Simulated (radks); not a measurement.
Question: Calculated with a radial shooting solver on a logarithmic mesh with Libxc functionals: non-relativistic Kohn-Sham, LB94 model potential, spin-unpolarised, spherical densities, point nucleus. Response by self-consistent Sternheimer equations with the Hartree and adiabatic LDA kernel. For heavy and open-shell atoms this level of theory can miss by tens of per cent. Estimate the static dipole polarisabilities of Ca+ ([Ar] 4s1) and Sc2+ ([Ar] 3d1) and the C6 coefficients of the three pairs.

Answer: alpha = 51.03 and 4.232 bohr^3; C6 = 311.2 (Ca+-Ca+), 48.24 (Ca+-Sc2+), 13.14 (Sc2+-Sc2+) hartree bohr^6.
